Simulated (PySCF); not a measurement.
An equivalent PySCF input for Tl³⁺ (thallium, charge +3), [Xe] 4f14 5d10, closed-shell 1S, with a scalar-relativistic core potential:

```python
from pyscf import gto, scf, dft, mp, cc
import basis_set_exchange as bse
txt = bse.get_basis("def2-TZVP", elements=["Tl"], fmt="nwchem", header=False)
cut = txt.index("\nECP")
mol = gto.M(atom="Tl 0 0 0", charge=3, spin=0, symmetry="D2h",
            basis=gto.basis.parse(txt[:cut]),
            ecp={"Tl": gto.basis.parse_ecp(txt[cut:])})
mf = dft.UKS(mol, xc="R2SCAN")
mf.irrep_nelec = {'Ag': (3, 3), 'B1g': (1, 1), 'B2g': (1, 1), 'B3g': (1, 1), 'B1u': (1, 1), 'B2u': (1, 1), 'B3u': (1, 1)}
mf.kernel()
```

It reaches the same state as the run whose output follows, with an energy that differs only through the grid. The run itself started from symmetry-adapted Hartree-Fock orbitals and held the occupation by maximum overlap, on a logarithmic radial grid, so the iterations belong to that start.

```
SCF conv_tol = 1e-09
number electrons alpha = 9  beta = 9
XC functionals = R2SCAN
    J. W. Furness, A. D. Kaplan, J. Ning, J. P. Perdew, and J. Sun.,  J. Phys. Chem. Lett. 11, 8208-8215 (2020)
    J. W. Furness, A. D. Kaplan, J. Ning, J. P. Perdew, and J. Sun.,  J. Phys. Chem. Lett. 11, 9248-9248 (2020)
    J. W. Furness, A. D. Kaplan, J. Ning, J. P. Perdew, and J. Sun.,  J. Phys. Chem. Lett. 11, 8208-8215 (2020)
    J. W. Furness, A. D. Kaplan, J. Ning, J. P. Perdew, and J. Sun.,  J. Phys. Chem. Lett. 11, 9248-9248 (2020)
cycle= 1 E= -170.522610228666  delta_E= -0.00386  |g|= 0.00404  |ddm|= 0.23
cycle= 2 E= -170.522611294406  delta_E= -1.07e-06  |g|= 0.000731  |ddm|= 0.00372
cycle= 3 E= -170.522611434518  delta_E= -1.4e-07  |g|= 0.000258  |ddm|= 0.000917
cycle= 4 E= -170.522611455629  delta_E= -2.11e-08  |g|= 1.35e-06  |ddm|= 0.000238
cycle= 5 E= -170.522611455629  delta_E= -7.96e-13  |g|= 3.19e-10  |ddm|= 1.24e-06
converged SCF energy = -170.522611455629  <S^2> = -1.7763568e-14  2S+1 = 1
```

Energies and moments cover only the electrons outside the core potential. Spin-orbit coupling, which splits the p, d and f shells strongly at this Z, is absent.
